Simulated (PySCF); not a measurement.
# Argon: a sound run and one with changed settings

Sound run: Ar⁺ [Ne] 3s2 3p5, Ar²⁺ [Ne] 3s2 3p4. Computed with PySCF 2.14 in x2c-TZVPall (5s5p2d1f, 37 functions), with the spin-free X2C one-electron Hamiltonian (Gaussian nucleus). The sound run starts from symmetry-adapted Hartree-Fock orbitals and uses a fine grid where one is needed.

A second run was set up differently.

```
species  method  sound run (hartree)  changed run (hartree)  converged
    Ar⁺     UHF           -528.07903             -528.07903        yes
    Ar⁺    PBE0           -528.61709             -528.61730        yes
    Ar⁺    BP86           -528.83028             -528.83047        yes
   Ar²⁺     UHF           -527.11003             -527.11003        yes
   Ar²⁺    PBE0           -527.60232             -527.60219        yes
   Ar²⁺    BP86           -527.81140             -527.81128        yes
```

Ionisation energy of Ar⁺:

```
method  sound run (eV)  changed run (eV)
   UHF          26.368            26.368
  PBE0          27.613            27.623
  BP86          27.725            27.734
```

What was changed?
A. basis contracted for another Hamiltonian
B. angular grid far too coarse
C. too few SCF iterations
D. a valence shell is frozen

B. It used 14 angular points. A coarse angular grid integrates products of high-l functions wrongly, so density functionals can shift, and the SCF can exploit the error; Hartree-Fock and MP2 need no grid.
